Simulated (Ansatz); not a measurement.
Energy needed to pull apart CH2OZn, singlet, into free ground-state atoms, from the structure below (displaced at random from a GFN2-xTB minimum); no zero-point or spin–orbit terms; open-shell atoms are treated unrestricted, in their ground-state multiplicity.

| atom | x (Å) | y (Å) | z (Å) |
| --- | --- | --- | --- |
| O1 | -0.1107 | -0.9169 | 0.8939 |
| C2 | -0.8393 | -0.4848 | -0.0734 |
| Zn3 | 0.6113 | 0.8688 | -0.5615 |
| H4 | -1.5808 | -1.1708 | -0.2446 |
| H5 | 1.9154 | 1.4971 | -0.0221 |

Computed with Ansatz 0.2.0 (basis: def2-TZVPP); correlated methods freeze the cores. The 3s and 3p shells of Cu and Zn are frozen; filled d shells are correlated.

| method | atomization energy (eV) |
| --- | --- |
| PBE-D4 | 15.51 |
| r2SCAN-D4 | 15.09 |
| B97M-V | 14.87 |
| PBE0-D4 | 14.82 |
| LC-wPBE | 15.05 |
| wB97M-V | 14.93 |
| HF | ? |
| MP2 | ? |
| CCSD | 14.02 |
| CCSD(T) | 14.44 |

Problem. What does MP2 give? (To be estimated.)

Solution. By the calculation: 14.94 eV, which is about 0.50 eV more than CCSD(T)/def2-TZVPP.

Problem. What does HF give? (Judge from chemistry; the value comes from the calculation.)

Solution. Computed: 9.30 eV, which is about 5.14 eV less than CCSD(T)/def2-TZVPP.

In triple zeta the MP2 and coupled-cluster atomization energies are still short of their basis limit by a few kcal/mol a bond, whereas those of the functionals are nearly converged, so these differences are not deviations from converged CCSD(T).

The T1 diagnostic stays at or below 0.022. The restricted Hartree–Fock reference is unstable towards an unrestricted one here.

For scale, one of the runs: CCSD(T)/def2-TZVPP forces, 154 basis functions (an equivalent command: `ansatz run in.yaml --threads 4`). Time: 75 s of wall clock on 4 CPU threads; the host was shared. Peak host memory: 1.9 GiB.
